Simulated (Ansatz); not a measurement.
Wavefunction ladder for `CC(C)(C)[Te][Si](Cl)(Cl)Cl`

```xyz
18

C    -0.242   -1.206    1.829
C     0.077   -0.500    0.521
C    -0.948   -0.846   -0.541
C     1.485   -0.827    0.060
Te   -0.031    1.646    1.041
Si   -0.272    2.636   -1.193
Cl    1.110    1.969   -2.547
Cl   -0.030    4.648   -0.954
Cl   -2.098    2.334   -2.063
H    -1.255   -0.986    2.173
H    -0.166   -2.288    1.674
H     0.460   -0.938    2.622
H    -1.957   -0.553   -0.248
H    -0.940   -1.931   -0.696
H    -0.719   -0.379   -1.501
H     1.552   -1.903   -0.143
H     2.227   -0.580    0.822
H     1.747   -0.296   -0.856
```

The species carries charge 0 and has multiplicity 1. Correlated methods include outer-core shells of Te, which these sets cover unevenly. Te: def2 effective core potential. All single points use the PBE0-D4/def2-TZVP geometry. It is one conformer, not always the lowest. Frozen core, restricted reference, Ansatz 0.2.0.

```csv
basis,HF (Eh),MP2 corr.
def2-SVP,-2090.67124,-1.19405
def2-TZVPP,-2091.43347,-1.86339
def2-QZVPP,-2091.48921,-2.13796
```

Problem. Estimate the CCSD correlation energy and the (T) correction in each basis where they were run (hartree).

Solution. 
| basis | CCSD corr. | (T) |
| --- | --- | --- |
| def2-SVP | -1.28647 | -0.03881 |
| def2-TZVPP | -1.91897 | -0.07823 |
